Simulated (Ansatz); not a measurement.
A nudged elastic band was laid between two geometries of a periodic cell of 17 atoms, LiCa$_{16}$ (surface Ca(110), adsorbate Li).

Theory: DFT PBE-D3(BJ), scalar-relativistic, plane waves, PAW (Ansatz). Settings: cutoff 420 eV, k mesh 2x2x1, gaussian smearing 0.15 eV, no spin polarisation.

| Quantity | Value |
| --- | --- |
| movable images | 3 |
| climbing image | yes |
| spring | 5.0 eV/Å² |
| optimiser | quadratic models (default) |
| start path | IDPP |
| force threshold | 0.05 eV/Å |
| iteration limit | 80 |
| end points | relaxed |
| atoms held | 1 to 4 |

First end point:

```xyz
17
Lattice="11.1600 0.0000 0.0000 0.0000 7.8913 0.0000 0.0000 0.0000 16.9185" Properties=species:S:1:pos:R:3
Ca 2.790 1.973 1.000
Ca 8.370 1.973 1.000
Ca 2.790 5.918 1.000
Ca 8.370 5.918 1.000
Ca 0.013 0.008 2.874
Ca 5.565 0.008 2.875
Ca 0.014 3.966 2.878
Ca 5.565 3.966 2.879
Ca 2.790 2.011 4.738
Ca 8.370 2.008 4.686
Ca 2.791 5.957 4.760
Ca 8.369 5.956 4.742
Ca -0.070 0.082 6.627
Ca 5.648 0.080 6.630
Ca -0.072 3.963 6.628
Ca 5.654 3.963 6.632
Li 8.372 2.031 7.918
```

Last end point:

```xyz
17
Lattice="11.1600 0.0000 0.0000 0.0000 7.8913 0.0000 0.0000 0.0000 16.9185" Properties=species:S:1:pos:R:3
Ca 2.790 1.973 1.000
Ca 8.370 1.973 1.000
Ca 2.790 5.918 1.000
Ca 8.370 5.918 1.000
Ca 0.014 0.020 2.878
Ca 5.565 0.020 2.879
Ca 0.013 3.953 2.874
Ca 5.565 3.954 2.875
Ca 2.791 2.011 4.760
Ca 8.369 2.010 4.742
Ca 2.790 5.956 4.738
Ca 8.370 5.954 4.686
Ca -0.072 0.018 6.628
Ca 5.654 0.017 6.632
Ca -0.070 4.028 6.627
Ca 5.648 4.026 6.630
Li 8.372 5.977 7.918
```

**Question.** What changes between the two ends?

**Answer.** Contacts lost: Ca10–Li17. Contacts made: Ca12–Li17. The atom that moves furthest is Li17, by 3.95 Å.

**Question.** What energy profile does the band end with?

**Answer.** The forces met the threshold. The highest image is number 2 of 0 to 4, 0.136 eV above the ends, which have the same energy within 2 meV. By the program's own check the climbing image is a first-order saddle point (lowest curvatures found: -0.22 and 0.04 eV/Å²). Limits of this set-up: coarse k mesh, thin slab, slab without dipole correction.

```json
{"image": "0", "path coordinate (Å)": "0.00", "energy (eV)": "0.000", "Ca10–Li17 (Å)": "3.23", "Ca12–Li17 (Å)": "5.05"}
{"image": "1", "path coordinate (Å)": "1.10", "energy (eV)": "0.043", "Ca10–Li17 (Å)": "3.24", "Ca12–Li17 (Å)": "4.20"}
{"image": "2", "path coordinate (Å)": "2.20", "energy (eV)": "0.136", "Ca10–Li17 (Å)": "3.51", "Ca12–Li17 (Å)": "3.51"}
{"image": "3", "path coordinate (Å)": "3.37", "energy (eV)": "0.037", "Ca10–Li17 (Å)": "4.26", "Ca12–Li17 (Å)": "3.23"}
{"image": "4", "path coordinate (Å)": "4.54", "energy (eV)": "0.000", "Ca10–Li17 (Å)": "5.05", "Ca12–Li17 (Å)": "3.23"}
```

**Question.** What is the geometry of the highest image?

**Answer.** 
```xyz
17
Lattice="11.1600 0.0000 0.0000 0.0000 7.8913 0.0000 0.0000 0.0000 16.9185" Properties=species:S:1:pos:R:3
Ca 2.790 1.973 1.000
Ca 8.370 1.973 1.000
Ca 2.790 5.918 1.000
Ca 8.370 5.918 1.000
Ca -0.052 0.000 2.921
Ca 5.632 0.000 2.922
Ca 0.012 3.946 2.850
Ca 5.567 3.946 2.851
Ca 2.790 1.898 4.675
Ca 8.370 2.049 4.803
Ca 2.790 5.993 4.675
Ca 8.370 5.842 4.803
Ca -0.236 -0.001 6.725
Ca 5.815 0.000 6.724
Ca 0.335 3.945 6.565
Ca 5.248 3.945 6.569
Li 8.371 3.946 7.756
```

Time of the run: 8.2 min on 4 threads of Arm Neoverse V1, with other jobs on the host, peak memory 4.4 GiB.
